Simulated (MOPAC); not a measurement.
MOPAC input (PM7):

```
PM7 PRECISE GNORM=0.05 LET XYZ CHARGE=-1 GEO-OK AUX(PRECISION=9) THREADS=1
C2H8BN2

C     2.04614500 1   -0.57082800 1   -0.24459800 1
C     0.96850100 1    0.32233200 1    0.31524000 1
B    -0.47390800 1    0.16273100 1    0.11045100 1
N    -1.08921300 1   -0.85751100 1   -0.79798600 1
N    -1.51305500 1    0.96543700 1    0.84552900 1
H     1.60939000 1   -1.40688700 1   -0.80759700 1
H     2.75160400 1   -0.07679900 1   -0.94453900 1
H     2.69451900 1   -1.04499300 1    0.51920300 1
H     1.33786000 1    1.11579100 1    0.97194200 1
H    -2.04842600 1   -0.68640700 1   -1.06800500 1
H    -0.54545400 1   -1.07473400 1   -1.62027700 1
H    -2.20746200 1    1.39375100 1    0.24085800 1
H    -1.09449200 1    1.70212200 1    1.39950700 1
```

From the output:

```
                                                       MOPAC v23.2.5 Linux

          FINAL HEAT OF FORMATION =        -41.44030 KCAL/MOL =    -173.38619 KJ/MOL

          COSMO AREA              =        122.20 SQUARE ANGSTROMS
          COSMO VOLUME            =        108.13 CUBIC ANGSTROMS

          GRADIENT NORM           =          0.03549          =       0.00984 PER ATOM
          IONIZATION POTENTIAL    =          1.839374 EV
          HOMO LUMO ENERGIES (EV) =         -1.839  6.121
          NO. OF FILLED LEVELS    =         15
          MOLECULAR WEIGHT        =         70.9086         POINT GROUP:  C1

          MOLECULAR DIMENSIONS (Angstroms)

            Atom       Atom       Distance
            H    12    H     8     5.51470
            H    13    H    11     3.79762
            H     6    H     7     1.74934

          SCF CALCULATIONS        =        119

   ATOM   CHEMICAL          X               Y               Z
  NUMBER   SYMBOL      (ANGSTROMS)     (ANGSTROMS)     (ANGSTROMS)

     1       C          1.98323943  *  -0.59678149  *  -0.24802520  *
     2       C          0.94161780  *   0.22510391  *   0.42836375  *
     3       B         -0.47887766  *   0.15874088  *   0.11618569  *
     4       N         -1.04702225  *  -0.78300428  *  -0.94043291  *
     5       N         -1.47669444  *   0.99725828  *   0.91388223  *
     6       H          1.84240424  *  -1.66299063  *  -0.01880811  *
     7       H          1.93012075  *  -0.49238007  *  -1.33960733  *
     8       H          2.99553820  *  -0.32006353  *   0.06228043  *
     9       H          1.28591585  *   0.85569456  *   1.22856984  *
    10       H         -1.81081996  *  -0.38485554  *  -1.43794314  *
    11       H         -0.35392120  *  -1.08797459  *  -1.58652601  *
    12       H         -2.28797917  *   1.22637095  *   0.38618382  *
    13       H         -1.07031431  *   1.82996740  *   1.27569101  *

                             CARTESIAN COORDINATES

   1    C        1.983239431    -0.596781488    -0.248025201
   2    C        0.941617796     0.225103909     0.428363751
   3    B       -0.478877659     0.158740883     0.116185693
   4    N       -1.047022254    -0.783004278    -0.940432906
   5    N       -1.476694438     0.997258281     0.913882227
   6    H        1.842404237    -1.662990628    -0.018808107
   7    H        1.930120747    -0.492380073    -1.339607326
   8    H        2.995538198    -0.320063526     0.062280430
   9    H        1.285915848     0.855694563     1.228569839
  10    H       -1.810819959    -0.384855538    -1.437943142
  11    H       -0.353921196    -1.087974593    -1.586526007
  12    H       -2.287979171     1.226370947     0.386183815
  13    H       -1.070314307     1.829967399     1.275691010

           Empirical Formula: C2 H8 N2 B  =    13 atoms

      MOLECULAR POINT GROUP   :   C1

                  EIGENVALUES
 -29.26936 -28.49463 -21.32587 -14.87490 -11.41115 -10.77507  -9.86392  -9.33747
  -9.02171  -8.24112  -7.07116  -6.16212  -5.28098  -3.90962  -1.83937   6.12119
   8.37262   8.89804  10.21529  10.34043  10.43011  10.84264  11.32253  11.70460
  12.26971  12.60532  12.61951  13.67261

              NET ATOMIC CHARGES AND DIPOLE CONTRIBUTIONS

  ATOM NO.   TYPE          CHARGE      No. of ELECS.   s-Pop       p-Pop
    1          C          -0.405696        4.4057     1.04267     3.36302
    2          C          -0.288684        4.2887     1.08411     3.20458
    3          B          -0.239370        3.2394     0.60837     2.63100
    4          N          -0.659829        5.6598     1.61743     4.04240
    5          N          -0.661079        5.6611     1.61793     4.04315
    6          H           0.123674        0.8763     0.87633
    7          H           0.110911        0.8891     0.88909
    8          H           0.093011        0.9070     0.90699
    9          H           0.086628        0.9134     0.91337
   10          H           0.203737        0.7963     0.79626
   11          H           0.216848        0.7832     0.78315
   12          H           0.205318        0.7947     0.79468
   13          H           0.214533        0.7855     0.78547
 DIPOLE           X         Y         Z       TOTAL
 POINT-CHG.     1.691     0.546    -1.607     2.396
 HYBRID         0.177     0.940    -1.219     1.550
 SUM            1.868     1.486    -2.826     3.699

          ATOMIC ORBITAL ELECTRON POPULATIONS

     Atom    s        px        py        pz
    1  C   1.04267   1.09786   1.13758   1.12758
    2  C   1.08411   1.02068   1.09066   1.09323
    3  B   0.60837   0.89657   0.86617   0.86827
    4  N   1.61743   1.21916   1.53839   1.28485
    5  N   1.61793   1.22706   1.31367   1.50243
    6  H   0.87633
    7  H   0.88909
    8  H   0.90699
    9  H   0.91337
   10  H   0.79626
   11  H   0.78315
   12  H   0.79468
   13  H   0.78547

 **********************
 *                    *
 * JOB ENDED NORMALLY *
 *                    *
 **********************

 == MOPAC DONE ==
```

The dipole moment of an ion depends on the origin.

The geometry given is a B3LYP-D3(BJ)/def2-TZVP minimum.
